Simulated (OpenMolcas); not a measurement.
Ir3+ with its 6 nearest oxide ions at 2.076 Å, on the Mg site of MgO (a = 4.2112 Å, distance in the model lattice 2.106 Å). The rest of the host is ab initio model potentials to 7.6 Å, with orthogonalisation functions on the cations behind the ligands, and point charges beyond; the distance is set by hand and nothing relaxes, and no local charge compensation is placed. Ligand basis ANO-RCC-VDZP.
```
Ir    0.0000    0.0000    0.0000
O     2.0760    0.0000    0.0000
O     0.0000    2.0760    0.0000
O    -2.0760    0.0000    0.0000
O     0.0000   -2.0760    0.0000
O     0.0000    0.0000    2.0760
O     0.0000    0.0000   -2.0760
```

- Program: OpenMolcas 26.06
- Method: SS-CASPT2, IPEA 0.25 Eh, imaginary shift 0.1 Eh (closed shells correlated: 5s 5p and the ligand valence shells)
- Basis: ANO-RCC-VTZP [8s7p5d3f1g]
- Scalar Hamiltonian: DKH2, point nucleus
- Active space: 6 electrons in 5 orbitals (5d)
- State averaging: 2S+1 = 5 even, 5 roots; 2S+1 = 3 even, 45 roots; 2S+1 = 1 even, 50 roots
- Spin-orbit coupling: RASSI with atomic mean-field integrals over the reference wave functions

Problem. What is the spin-free ground state (labels of O, the rotations of Oh)?

Solution. 1A1, 1-fold in its orbital part; d6 allows 2S+1 = 5, so this is a state of lower spin.

Problem. Where is the first state of the same spin?

Solution. 1T1 at 29000 cm-1 above the ground state.

Problem. What are the lowest two levels with spin-orbit coupling?

Solution. A 1-fold level, then a 2-fold level 24030 cm-1 above it. Their leading multiplicities are 1 (91 %) and 3 (95 %).

Problem. What is χT at 300 K, and how does it compare with the textbook value?

Solution. The lowest level has 2S+1 = 1, for which the spin-only value is χT = S(S+1) / 2 = 0.000 cm3 K/mol (g = 2). The computed 0.016 at 300 K differs by +0.016, through orbital momentum, spin-orbit coupling and any other state in reach.

Roots that are degenerate in the reference are averaged as groups; the widest CASPT2 spread within a group is 540 cm-1 (the 3-fold group of multiplicity 1 near 35200 cm-1 above the lowest state of its run). Shifts and gaps below about the spread of the groups concerned are not significant. Over all roots computed the reference weight is 0.66 to 0.69; a low but even weight reflects the number of correlated electrons. The least metal-like active orbital is 71 % on the metal (Löwdin) and no ligand orbital is active, so the numbers are rough. Ligand-to-metal charge-transfer states are missing. With no ligand orbital active B as a rule stays too high, so bands that hang on it stand too high and its fall with covalency is understated. With one d shell and no ligand orbital active, 10Dq can be off by a tenth or more. No measured value stands beside these numbers; the geometry was set by hand and not optimised.
